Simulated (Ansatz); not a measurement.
C4H9NaO (SMILES CC(C)(C)[O][Na]), singlet, geometry from GFN2-xTB (such geometries of metal compounds can be far from the true shape); R2SCAN/STO-3G in Ansatz (an electronic-structure program).

Here is a job for Ansatz.
Ansatz 0.2 input:
```yaml
crystal:
  periodic: [false, false, false]
  atoms:
    - {symbol: Na, position_ang: [1.41416953, 1.64452484, 0.99121953]}
    - {symbol: O, position_ang: [0.00638526, 0.48438095, 0.82645381]}
    - {symbol: C, position_ang: [-0.34210795, -0.36358128, -0.18034111]}
    - {symbol: C, position_ang: [0.75261015, -1.42345878, -0.42643827]}
    - {symbol: C, position_ang: [-1.65128625, -1.09921080, 0.19043998]}
    - {symbol: C, position_ang: [-0.57667651, 0.39883633, -1.50187583]}
    - {symbol: H, position_ang: [0.46412264, -2.11615523, -1.21272031]}
    - {symbol: H, position_ang: [0.92429880, -1.97817725, 0.49249473]}
    - {symbol: H, position_ang: [1.68367264, -0.92366625, -0.71262686]}
    - {symbol: H, position_ang: [-1.49879107, -1.65142879, 1.11299942]}
    - {symbol: H, position_ang: [-1.95379042, -1.78388005, -0.59743711]}
    - {symbol: H, position_ang: [-2.43541732, -0.36628070, 0.35593475]}
    - {symbol: H, position_ang: [0.34667865, 0.90926824, -1.79481754]}
    - {symbol: H, position_ang: [-1.35327420, 1.14432514, -1.35006294]}
    - {symbol: H, position_ang: [-0.87968312, -0.27433875, -2.29951818]}
basis:
  gaussian:
    orbitals: STO-3G
hamiltonian:
  xc: r2scan
```

Problem. What does Ansatz print? Leave out banner, timings and long lists.

Solution. 
```
Functional definition: r2SCAN
576 factors; integrals over basis functions are off by at most 4.9e-5 eV
mean field evaluation 1: about -10616.2645 eV, gradient 3.1e1 eV
mean field evaluation 2: about -10591.1828 eV, gradient 9.8e1 eV
mean field evaluation 4: about -10619.1105 eV, gradient 3.5e0 eV
mean field evaluation 8: about -10619.0053 eV, gradient 5.6e-2 eV
mean field -10619.00534154 eV, -390.2412484811 hartree, gradient 4.5e-5 eV, S^2 0.000000; 0 other end points of the search recorded, 0 dependent functions left out
reference -10619.00534867 eV, -390.2412487434 hartree; 26, 26 occupied and 17, 17 virtual orbitals, 576 factors
Total energy: -10619.00534867 eV, -390.2412487434 hartree
```
